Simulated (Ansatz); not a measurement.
A nudged elastic band was laid between two geometries of CH$_{4}$AlBrS (8 atoms, charge 0, multiplicity 1).

These are results of Ansatz, RKS PBE0-D4/def2-SVP, not measurements.

- movable images: 7
- climbing image: yes
- spring: 5.0 eV/Å²
- optimiser: quadratic models (default)
- start path: through a guess of the saddle point
- force threshold: 0.05 eV/Å
- iteration limit: 60
- end points: relaxed

Image 0:

```xyz
8
Properties=species:S:1:pos:R:3
Al -0.126 -0.222 -0.493
Br 0.900 -1.547 -2.016
S -2.119 0.512 -0.992
H -2.155 -0.100 -2.196
C 0.738 0.259 1.174
H 1.418 -0.536 1.518
H 0.003 0.462 1.968
H 1.341 1.172 1.037
```

Image 8:

```xyz
8
Properties=species:S:1:pos:R:3
Al -0.120 -0.193 -0.503
Br 0.994 -1.325 -2.118
S -2.183 0.370 -0.928
H -2.189 -0.179 -2.163
C 0.735 0.263 1.174
H 1.157 -0.634 1.657
H 0.034 0.738 1.878
H 1.572 0.960 1.002
```

Question: Which bonds break or form, and what moves?

Answer: No bond is made or broken.

Question: What energy profile does the band end with?

Answer: The forces met the threshold. The highest image is number 0 of 0 to 8, 0.000 eV above the first end and 0.003 eV above the last; the last end lies 0.003 eV below the first. The highest image is an end point: on this band no image between the ends rises above it.

| image | path coordinate (Å) | energy (eV) |
| --- | --- | --- |
| 0 | 0.00 | 0.000 |
| 1 | 0.03 | 0.000 |
| 2 | 0.12 | -0.001 |
| 3 | 0.20 | -0.001 |
| 4 | 0.29 | -0.002 |
| 5 | 0.37 | -0.002 |
| 6 | 0.46 | -0.003 |
| 7 | 0.54 | -0.003 |
| 8 | 0.63 | -0.003 |

Run time: 4.4 min on 2 threads of Arm Neoverse V1, with other jobs on the host, peak memory 0.24 GiB.
